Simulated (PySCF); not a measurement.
C5H8SSi.
SMILES: `[SiH3]Cc1ccsc1`

Theory: TDDFT CAM-B3LYP/def2-SVPD, vertical, gas phase, core orbitals frozen in the response (PySCF). Isolated species at its PBE0-D3(BJ)/def2-SVP geometry (one conformer only). Torsions of this conformer, `[SiH3:1][CH2:2][c:3]1[cH:4][cH:5][s:6][cH:7]1`: Si1–C2–C3–C4 -78°.

Computed states:

```
state  E (eV)       f
   S1    5.55   0.098
   S2    5.87   0.083
   S3    6.04  0.0010
   S4    6.37  0.0016
   S5    6.45   0.017
   S6    6.85  0.0037
   S7    6.90  0.0056
   S8    7.07   0.469
   S9    7.13   0.017
  S10    7.29  0.0037
```

Broadening: Gaussians 0.25 eV wide at half height, area fixed by f = 4.319×10⁻⁹ ∫ε dν̃. The width is an assumption, not a result. The curve ends short of the highest state used, and states not computed would add to its high-energy end.

Question: Give the broadened spectrum and its maxima.

Answer: 
(E (eV), ε (L mol⁻¹ cm⁻¹)): (5.18, 23), (5.23, 107), (5.28, 400), (5.33, 1193), (5.39, 3308), (5.44, 6062), (5.49, 8907), (5.54, 10522), (5.60, 9802), (5.65, 7818), (5.70, 6313), (5.75, 6385), (5.80, 7726), (5.86, 9041), (5.91, 8498), (5.96, 6483), (6.01, 4000), (6.07, 1713), (6.12, 707), (6.17, 322), (6.22, 320), (6.28, 668), (6.33, 1167), (6.38, 1684), (6.43, 1975), (6.48, 1872), (6.54, 1327), (6.59, 806), (6.64, 466), (6.69, 435)

Maxima: 223 nm (5.55 eV), ε about 11000, made up of S1 (99%); 211 nm (5.87 eV), ε about 9100, made up of S2 (98%); 192 nm (6.44 eV), ε about 2000, made up of S5 (93%) (ε in L mol⁻¹ cm⁻¹; maxima over ε = 5, shares over 10%). At its high-energy end, 6.69 eV, the curve is still rising (ε about 440, from S5, S6, S7 and S8).

Question: On this curve, what absorbance would a 10⁻³ mol/L sample give at 193 nm over a 1 cm path?

Answer: 193 nm is 6.424 eV, where ε is about 2000 L mol⁻¹ cm⁻¹, so A = ε c l ≈ 2 (Beer–Lambert, with the gas-phase spectrum and the assumed width).

Question: What would ε be at 5.55 eV, the highest of these maxima, with half the width (0.125 eV)?

Answer: About 21000 L mol⁻¹ cm⁻¹ against 10600, a factor of about 1.98; a lone state at its own centre would give exactly 2.

Question: Coming from long wavelengths, where does ε first pass 100 L mol⁻¹ cm⁻¹?

Answer: At about 237 nm (5.23 eV), 0.32 eV below S1.

All these states lie below the vertical ionisation energy of 8.51 eV (ΔSCF).
